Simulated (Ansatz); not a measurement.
## What each rung costs, and what it gives

Saddle point of CH6BBr, singlet (BH₂Br ([BH2][Br]) + CH₄ → CH₅B ([BH2][CH3]) + HBr; bonds formed: B1–C6, Br2–H5; bonds broken: B1–Br2, H5–C6), PBE0-D4/def2-TZVP structure:

```json
{"atom": "B1", "x (Å)": "-0.2861", "y (Å)": "-0.7925", "z (Å)": "0.0549"}
{"atom": "Br2", "x (Å)": "0.6070", "y (Å)": "-0.9513", "z (Å)": "-2.0825"}
{"atom": "H3", "x (Å)": "-1.4404", "y (Å)": "-0.9685", "z (Å)": "-0.1703"}
{"atom": "H4", "x (Å)": "0.3924", "y (Å)": "-1.5739", "z (Å)": "0.6406"}
{"atom": "H5", "x (Å)": "0.4122", "y (Å)": "0.1069", "z (Å)": "-0.8519"}
{"atom": "C6", "x (Å)": "0.0652", "y (Å)": "0.7979", "z (Å)": "0.4484"}
{"atom": "H7", "x (Å)": "-0.4600", "y (Å)": "1.5906", "z (Å)": "-0.0866"}
{"atom": "H8", "x (Å)": "-0.3996", "y (Å)": "0.7188", "z (Å)": "1.4396"}
{"atom": "H9", "x (Å)": "1.1092", "y (Å)": "1.0721", "z (Å)": "0.6078"}
```

Barriers are electronic and count from the start structure reached by relaxing down the imaginary mode.

Ansatz 0.2.0; basis: as named in each row; cores frozen in the correlated methods. Filled d shells of the heavier atoms are correlated. The def2 sets are not built for correlating such inner shells, so the correlated values are less sure here. B3LYP uses VWN-RPA correlation. Extrapolation: Hartree–Fock as exp(−7.88 √X), correlation as X^−2.97.

Times are rough, for one single point on 4 threads of a shared host (Intel Xeon).

The estimate by CCSD(T) at an estimated basis limit (MP2 extrapolated from triple and quadruple zeta, plus CCSD(T) − MP2 in triple zeta) is 35.78 kcal/mol.

| method | basis | time (s) | barrier (kcal/mol) | method less estimate |
| --- | --- | --- | --- | --- |
| HF | STO-3G | under 1 | 69.24 | 33.45 |
| PBE-D4 | STO-3G | under 1 | 39.30 | 3.52 |
| SPW92 | def2-SVP | under 1 | 15.28 | -20.50 |
| PBE-D4 | def2-SVP | 1 | 24.89 | -10.89 |
| B3LYP-D4 | 6-31G | 1 | 38.78 | 3.00 |
| SPW92 | def2-TZVPP | 2 | 16.21 | -19.58 |
| PBE0-D4 | def2-SVP | 2 | 28.93 | -6.85 |
| PBE-D4 | def2-TZVPP | 2 | 25.95 | -9.83 |
| BLYP-D4 | def2-TZVPP | 2 | 32.81 | -2.98 |
| BHLYP-D4 | def2-TZVPP | 3 | 39.78 | 3.99 |
| PBE0-D4 | def2-TZVPP | 3 | 29.42 | -6.36 |
| B3LYP-D4 | def2-TZVPP | 3 | 35.03 | -0.76 |
| r2SCAN-D4 | def2-TZVPP | 3 | 29.39 | -6.39 |
| CAM-B3LYP-D4 | def2-TZVPP | 4 | 35.87 | 0.09 |
| wB97M-V | def2-SVP | 4 | 33.25 | -2.54 |
| CCSD(T) | def2-SVP | 4 | 39.69 | 3.90 |
| r2SCAN0-D4 | def2-TZVPP | 4 | 31.67 | -4.12 |
| RPA on PBE | def2-TZVPP | 5 | 37.39 | 1.61 |
| B2PLYP | def2-TZVPP | 6 | 36.50 | 0.72 |
| PBE-QIDH | def2-TZVPP | 6 | 32.78 | -3.01 |
| wB97X-V | def2-TZVPP | 8 | 35.53 | -0.25 |
| B97M-V | def2-TZVPP | 8 | 34.66 | -1.12 |
| wB97M-V | def2-TZVPP | 8 | 34.56 | -1.22 |
| MP2 | def2-QZVPP | 25 | 33.71 | -2.08 |
| CCSD(T) | def2-TZVPP | 53 | 36.41 | 0.63 |

All methods are single points on the PBE0-D4 structures.

No T1 diagnostic of these runs exceeds 0.010.

Labels in which every atom is bracketed show which atoms are joined, not bond orders.
